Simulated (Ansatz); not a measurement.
Relaxation of C₂H₆B₂S (11 atoms, charge 0, multiplicity 1), to a largest force component of 0.015 eV/Å in at most 40 steps.

The calculation used Ansatz, RKS B3LYP/6-31G*.

```xyz
11
Properties=species:S:1:pos:R:3
B -0.066 1.513 0.944
C -0.176 0.014 1.227
S -0.391 -0.427 2.566
B 0.043 -1.040 0.076
C 0.150 -2.608 0.334
H -0.223 2.361 1.807
H 0.064 1.958 -0.165
H 0.284 -0.650 -1.009
H -0.857 -2.888 0.739
H 0.925 -2.808 1.092
H 0.379 -3.099 -0.601
```

Task: Where does it end, and by what steps?

Result: The forces met the threshold. The force dipped under the threshold on the way, but the program's further checks kept it going. After 39 steps the energy has fallen by 2.444 eV; S3 moved furthest, 1.72 Å. The start is strongly strained (largest force component 15 eV/Å). Joined: B1–S3 (2.55 → 2.10 Å).

```json
{"step": "0", "energy less start (eV)": "0.0000", "largest force component (eV/Å)": "14.519", "accepted": "yes"}
{"step": "2", "energy less start (eV)": "-1.5511", "largest force component (eV/Å)": "2.409", "accepted": "yes"}
{"step": "4", "energy less start (eV)": "-1.7474", "largest force component (eV/Å)": "0.387", "accepted": "yes"}
{"step": "6", "energy less start (eV)": "-1.9134", "largest force component (eV/Å)": "0.588", "accepted": "yes"}
{"step": "8", "energy less start (eV)": "-2.1316", "largest force component (eV/Å)": "0.463", "accepted": "yes"}
{"step": "10", "energy less start (eV)": "-2.2523", "largest force component (eV/Å)": "0.691", "accepted": "yes"}
{"step": "12", "energy less start (eV)": "-2.3828", "largest force component (eV/Å)": "0.176", "accepted": "yes"}
{"step": "14", "energy less start (eV)": "-2.4112", "largest force component (eV/Å)": "0.196", "accepted": "yes"}
{"step": "16", "energy less start (eV)": "-2.4196", "largest force component (eV/Å)": "0.105", "accepted": "yes"}
{"step": "18", "energy less start (eV)": "-2.4281", "largest force component (eV/Å)": "0.050", "accepted": "yes"}
{"step": "20", "energy less start (eV)": "-2.4209", "largest force component (eV/Å)": "0.438", "accepted": "no"}
{"step": "22", "energy less start (eV)": "-2.4347", "largest force component (eV/Å)": "0.130", "accepted": "yes"}
{"step": "24", "energy less start (eV)": "-2.4378", "largest force component (eV/Å)": "0.110", "accepted": "yes"}
{"step": "26", "energy less start (eV)": "-2.4406", "largest force component (eV/Å)": "0.102", "accepted": "yes"}
{"step": "28", "energy less start (eV)": "-2.4424", "largest force component (eV/Å)": "0.061", "accepted": "yes"}
{"step": "30", "energy less start (eV)": "-2.4432", "largest force component (eV/Å)": "0.023", "accepted": "yes"}
{"step": "32", "energy less start (eV)": "-2.4431", "largest force component (eV/Å)": "0.041", "accepted": "no"}
{"step": "34", "energy less start (eV)": "-2.4436", "largest force component (eV/Å)": "0.036", "accepted": "yes"}
{"step": "36", "energy less start (eV)": "-2.4438", "largest force component (eV/Å)": "0.027", "accepted": "yes"}
{"step": "38", "energy less start (eV)": "-2.4439", "largest force component (eV/Å)": "0.021", "accepted": "yes"}
{"step": "39", "energy less start (eV)": "-2.4439", "largest force component (eV/Å)": "0.011", "accepted": "yes"}
```

```xyz
11
Properties=species:S:1:pos:R:3
B 0.148 1.379 1.072
C -0.566 0.009 0.835
S -1.607 0.635 1.966
B -0.376 -1.232 -0.005
C 0.454 -2.477 0.466
H 1.079 1.405 1.821
H -0.062 2.266 0.300
H -0.853 -1.201 -1.106
H -0.231 -3.340 0.498
H 0.931 -2.381 1.445
H 1.215 -2.737 -0.283
```

Whether the end is a true minimum wasn't checked by a vibrational analysis.

Time of the run: 6.7 min on 1 thread of AMD EPYC (Zen 3) (shared host), peak memory 0.2 GiB.
